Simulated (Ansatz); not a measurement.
Molecule: sum formula SnH3F (charge 0, singlet). SMILES: [F][SnH3]
Geometry: optimised at B3LYP-D3(BJ)/def2-TZVP (Ansatz, a first-principles code).

Wanted: atomisation energy (electronic, to ground-state atoms), in eV. Valence correlation only, unless marked. UHF or UKS for open shells. Spin-orbit coupling is left out. The frozen core is the preceding noble-gas configuration, with the filled d and f shells of earlier blocks. In def2 rows, elements after Kr have scalar-relativistic effective core potentials. The coupled-cluster limit lacks core correlation, which all-electron functionals hold. CBS(X,Y): correlation extrapolated as X^-3; Hartree-Fock from the larger set.

| level | program | atomisation energy (eV) |
|---|---|---|
| r2SCAN-D3(BJ)/def2-TZVPD | Ansatz + dftd3 | 12.93 |
| B3LYP-D4/def2-TZVPD | Ansatz + dftd4 | 12.92 |
| PBE0/def2-QZVPP | Ansatz | 12.65 |
| CAM-B3LYP-D3(BJ)/def2-TZVPD | Ansatz + dftd3 | 13.10 |
| RPA@PBE/def2-QZVPP | Ansatz | 12.32 |
| RI-MP2/def2-QZVPP | Ansatz | 13.05 |
| CCSD(T)/CBS(def2-TZVPPD,def2-QZVPPD) | Ansatz | 13.17 |
